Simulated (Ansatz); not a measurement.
This geometry of FGeH3 (5 atoms, charge 0, multiplicity 1) is a first-order saddle point.

Level of theory: Ansatz 0.2.0, RKS CAM-B3LYP/def2-SVP.

```xyz
5
Properties=species:S:1:pos:R:3
Ge 0.280 -0.032 -0.428
H 0.622 -0.195 1.267
H 1.593 0.115 0.378
F -0.672 1.429 -0.346
H -0.608 -1.210 -0.012
```

(1) Which two structures does it join? (They come from a converged band through this point; their orientation in space is the band's.)

(2) How far does it lie above each of them?

Results:

(1) Bonds broken: Ge1–H2, Ge1–H3. Bonds formed: H2–H3. FGeH3 becomes FGeH + H2.

Image 0:

```xyz
5
Properties=species:S:1:pos:R:3
Ge 0.284 -0.049 0.201
H 0.244 0.017 1.731
H 1.713 0.017 -0.346
F -0.535 1.373 -0.378
H -0.491 -1.252 -0.347
```

Image 10:

```xyz
5
Properties=species:S:1:pos:R:3
Ge 0.053 -0.064 -0.943
H 1.083 -0.247 1.320
H 1.655 0.086 0.928
F -0.827 1.382 -0.484
H -0.748 -1.051 0.039
```

(2) 62.8 kcal/mol above the first and 31.2 kcal/mol above the second. This is the barrier of this one path; another mechanism may lie lower. The orbitals stay closed-shell, which can raise the energy where a bond breaks towards radicals; this wasn't checked here.

The run took 2.6 min on 1 thread of Arm Neoverse V2, with other jobs on the host, peak memory 0.12 GiB.
